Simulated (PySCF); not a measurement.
Multinuclear NMR of C5H9ClSi2

Numbering as in the mapped SMILES `[CH3:1][C:2]1=[CH:3][SiH2:4][CH:5]=[CH:6][Si@@H:7]1[Cl:8]`. Hydrogens are named by the atom that carries them. Ha(Si4) is cis to Cl8 on the ring; Hb(Si4) is trans to Cl8 on the ring.

PySCF 2.14 calculation with NMR shieldings at PBE0/pcSseg-1/GIAO and structure optimised with GFN2-xTB; averaged over atoms made equivalent by symmetry, fast rotation or ring inversion, non-relativistic Hamiltonian, gas phase, one computed conformer.

Task: Where does ²⁹Si resonate?

Result: 
```csv
atoms,environment,σ (ppm),δ (ppm)
Si7,"silicon bonded to 2 C, Cl, H, in a 6-membered ring",382.5,-34.4
Si4,"silicon bonded to 2 C, 2 H, in a 6-membered ring",421.5,-66.5
```

Shieldings were converted by a linear fit to measured shifts: ²⁹Si (scatter 8.9 ppm rms, 25.8 ppm with the 6 outliers that the fit left out vs TMS, solution or neat liquid). Occasional misses reach two or three times the rms, and more in compound classes unlike the fitted ones.

On a 300 MHz spectrometer ²⁹Si resonates near 59.6 MHz, so 1 ppm is 59.6 Hz.
